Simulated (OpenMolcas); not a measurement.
Ar6+: CASPT2 settings compared

* Program: OpenMolcas 26.06
* Basis: ANO-R1 [4s3p1d]
* Scalar Hamiltonian: X2C, finite nucleus
* Active space: 2 electrons in 4 orbitals (3s 3p)
* State averaging: 2S+1 = 3 even, 3 roots (0 in the spin-orbit step); 2S+1 = 1 even, 1 root; 2S+1 = 3 odd, 3 roots; 2S+1 = 1 odd, 3 roots
* Spin-orbit coupling: RASSI with atomic mean-field integrals over the reference wave functions, term energies averaged over their components

Methods on the same reference wave functions:
A. CASSCF
B. SS-CASPT2, IPEA 0.5 Eh, imaginary shift 0.05 Eh (closed shells correlated: 2s 2p)
C. SS-CASPT2, IPEA 0.15 Eh, sigma2 regulariser 0.05 Eh (closed shells correlated: 2s 2p)
D. SS-CASPT2, IPEA 0.6 Eh, sigma2 regulariser 0.25 Eh (closed shells correlated: 2s 2p)

Energies in cm-1 above 3s2 1S0, the measured ground level; measured values from Saloman, J. Phys. Chem. Ref. Data 39, 033101 (2010).

| Level | A | B | C | D | Measured |
| --- | --- | --- | --- | --- | --- |
| 3s2 1S0 | 0.0 | 0.0 | 0.0 | 0.0 | 0.0 |
| 3s 3p 3P* 0 | 98973 | 98288 | 98205 | 98310 | 113101 |
| 3s 3p 3P* 1 | 99727 | 99039 | 98956 | 99060 | 113906 |
| 3s 3p 3P* 2 | 101284 | 100598 | 100515 | 100620 | 115590 |
| 3s 3p 1P* 1 | 168368 | 159708 | 159098 | 159867 | 170722 |

Deviations, from unrounded energies. A percentage is the sum of absolute deviations over the sum of measured energies, with the sign that they share, or ± where signs differ.

```tsv
Against measurement	Levels	A	B	C	D
mean absolute deviation (cm-1)	4	11000	14000	14000	14000
other configurations (%)	4	-8.8	-10.8	-11.0	-10.8
```

A lies closest to measurement on these levels and C furthest from it. The largest miss of A in the table is 3s 3p 3P* 2, by -14000 cm-1. The ranking rests on the paired levels alone, and a cruder setting can come out closer through cancelling errors.

Among B to D the level of the table that moves most is 3s 3p 1P* 1, by 770 cm-1 (lowest in C, highest in D).

The lowest spin-free term lies below A's lowest term by 0.010 hartree in B, 0.011 hartree in C, 0.010 hartree in D.

The basis is small and was not contracted for so high a charge. Computed and measured levels are paired by configuration, term and J; levels that our copy of the source lacks, or whose pairing is in doubt (as where it misses far off the trend of its configuration), stay unpaired and out of the deviations. Only configurations of the active space appear.

* marks odd parity.
